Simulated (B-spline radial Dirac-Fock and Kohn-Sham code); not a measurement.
# Ionisation of each subshell: F⁻

System: fluorine as F⁻ in the configuration [He] 2s2 2p6; nuclear rms radius 2.8976 fm (A = 19).

The run's input, task.json:

```json
{"items": [{
  "Z": 9,
  "q": -1,
  "cfg": [[1, 0, 2], [2, 0, 2], [2, 1, 6]],
  "A": 19,
  "rrms": 2.8976,
  "do": ["binding"]
}]}
```

Run with: `python xray_run.py task.json out`

These are calculated numbers from a B-spline atomic structure program; the model is Dirac-Fock energy differences between relaxed states, corrected for Breit and QED terms. Correlation energy is missing from these numbers. Energies are counted from the vacuum level.

All terms are in eV, carry their sign (relaxation lowers the binding energy) and add up to the binding energy; ⟨r⟩ is the mean radius of the orbital in the initial state.

```
subshell  −ε (Koopmans)  relaxation  Breit    QED  binding energy  ⟨r⟩ (bohr)
       K          703.7      -24.38  -0.23  -0.08           679.0       0.176
      L1          29.33       -4.00   0.00   0.00           25.33       1.034
      L2           4.97       -3.59   0.00   0.00            1.38       1.252
      L3           4.89       -3.56   0.00   0.00            1.33       1.257
```

For the deepest level, K (1s), the Breit terms make up -0.034 % of the binding energy, QED -0.012 % and orbital relaxation -3.591 %.

Spin-orbit splittings: 2p 0.05 eV.
